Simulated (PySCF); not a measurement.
C6H10S.
Z-matrix (Å and degrees, PBE0-D3(BJ)/def2-SVP geometry), rows numbered from 1:
```
S 
C   1  1.8124
C   2  1.5508  1  113.01
C   3  1.5324  2  100.74  1  -175.73
C   4  1.5557  3   99.12  2   -44.79
C   5  1.5330  4   99.06  3    -0.16
C   6  1.5441  2   86.92  1   -78.05
H   1  1.3504  2   96.20  3  -163.80
H   2  1.1023  1  109.28  3  -131.03
H   3  1.0991  2  121.39  1   -43.84
H   4  1.1005  3  111.81  2  -164.07
H   4  1.1007  3  112.34  2    74.67
H   5  1.1005  4  112.94  3  -118.83
H   5  1.1009  4  112.77  3   118.82
H   6  1.0990  2  121.22  1    48.22
H   7  1.1018  3  117.76  2   151.62
H   7  1.0972  3  112.90  2   -77.48
```

Linear response at CAM-B3LYP/def2-SVPD (PySCF, frozen core in the response, non-relativistic).

Static isotropic polarisability: 85.75 au (12.71 Å³), principal values 78.1, 78.9, 100.2 au.

What is the polarisability at 1064 nm and at the sodium D line?

86.40 au at 1064 nm (+0.8 %), 87.93 au at 589.3 nm (+2.5 %). The rise at 589.3 nm is 3.35 times that at 1064 nm; a pure ω² law gives 3.26. The lowest singlet lies at 225 nm, shorter than both wavelengths.

What is the isotropic C6 coefficient between two such molecules, C6 = (3/π)∫α(iω)² dω?

3093 au (Eh·bohr⁶) by a ten-point quadrature over imaginary frequencies, which is 1850 eV·Å⁶ or 178 J·nm⁶/mol.

Which effective excitation energy ω̄ makes London's formula C6 = (3/4)α²ω̄ exact here?

ω̄ = 4·C6/(3α²) = 0.561 Eh = 15.3 eV. A one-pole form α(ω) = α/(1 − ω²/ω̄²) fitted to the 1064 nm value gives 13.4 eV.

What molar refraction at the D line follows from R = (4π/3)·N_A·α′, with α′ the polarisability volume?

α′ = 13.03 Å³ gives R = 32.87 cm³/mol, for isolated, non-vibrating species.

How anisotropic is the static polarisability, by Δα² = ½[(α1 − α2)² + (α2 − α3)² + (α3 − α1)²]?

Δα = 21.6 au, or 0.25 of the isotropic value.

What three-body coefficient follows from the one-pole estimate C9 = (3/4)·α·C6?

199000 au. This is an estimate from the two numbers above, not a computed integral.

How many electrons N does the Slater–Kirkwood formula C6 = (3/4)·√N·α^(3/2) need to give this C6?

N = (4·C6/3)²/α³ = 27.0; the species has 62 electrons in all.

What n − 1 at the D line would an ideal gas of it have at 273.15 K and 1 atm (2.6868 × 10¹⁹ cm⁻³), by n − 1 = 2π·N·α′?

22.00 × 10⁻⁴, a formal value whether or not that pressure can be reached.

One conformer stands for the species.
